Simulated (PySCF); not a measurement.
A PySCF script (with the pyscf-properties extension) for the NMR shieldings of `NB(O/C=C(/N=C)C)N`, C₄H₁₀BN₃O, on a GFN2-xTB geometry:

```python
import basis_set_exchange as bse
import numpy as np
from pyscf import gto, dft
from pyscf.prop import nmr

atoms = """
C    -3.298299    0.447041   -1.451739
N    -2.036742    0.377561   -1.441185
C    -1.302160    0.119851   -0.303451
C    -1.933552   -0.140391    1.037801
C     0.033413    0.116021   -0.482054
O     0.904763   -0.100479    0.508539
B     2.284994   -0.164199    0.368912
N     2.995090   -0.311240    1.575654
N     2.957325   -0.098157   -0.867615
H    -3.956730    0.320723   -0.589365
H    -3.777367    0.653249   -2.397853
H    -1.149897   -0.326161    1.765301
H    -2.521965    0.718921    1.359683
H    -2.590216   -1.009198    0.989933
H     0.415927    0.313627   -1.477868
H     2.524708   -0.354889    2.459294
H     3.992116   -0.382485    1.637365
H     3.954628   -0.152751   -0.945694
H     2.494161   -0.017794   -1.753118
"""
names = dict.fromkeys(["C", "N", "O", "B", "H"], "pcSseg-1")
basis = {el: gto.basis.parse(bse.get_basis(n, elements=[el], fmt="nwchem")) for el, n in names.items()}
mol = gto.M(atom=atoms, basis=basis, charge=0, verbose=0)
mf = dft.RKS(mol, xc="PBE0")
mf.grids.level = 2
mf.grids.alignment = dft.numint.BLKSIZE   # the property module wants whole blocks of grid points
mf.conv_tol = 1e-9
mf.kernel()

calc = nmr.RKS(mf)   # GIAO
C = mf.mo_coeff
Co = C[:, mf.mo_occ > 0]
resp = mf.gen_response(singlet=True, hermi=2)
def vind(x):   # induced exchange potential for any number of trial vectors
    d = np.einsum("pi,xij,qj->xpq", C, 2 * x.reshape(-1, C.shape[1], Co.shape[1]), Co, optimize=True)
    return np.einsum("xpq,pi,qj->xij", resp(d - d.transpose(0, 2, 1)), C, Co, optimize=True).ravel()
mo1, _ = nmr.rhf.solve_mo1(calc, with_cphf=vind)
sigma = calc.kernel(mo1)
for i, s in enumerate(sigma):   # ppm
    print("%2d %-2s %9.2f" % (i, mol.atom_pure_symbol(i), np.trace(s) / 3))
```

**Question.** What does it print?

**Answer.** 
```
 0 C      44.50
 1 N    -129.28
 2 C      51.60
 3 C     178.24
 4 C      31.81
 5 O     178.53
 6 B      80.20
 7 N     218.26
 8 N     226.16
 9 H      24.36
10 H      24.74
11 H      28.86
12 H      30.21
13 H      30.27
14 H      24.48
15 H      29.73
16 H      30.08
17 H      29.96
18 H      29.66
```

These numbers come from an equivalent density-fitted implementation of the same equations, which agrees with the script to about 0.01 ppm for H and up to a few tenths of a ppm for heavy atoms, so last digits may differ.

Size and cost of the density-fitted run: 203 basis functions, 32 s wall time on 1 thread of an Arm Neoverse V2, shared host; peak memory 0.89 GiB.
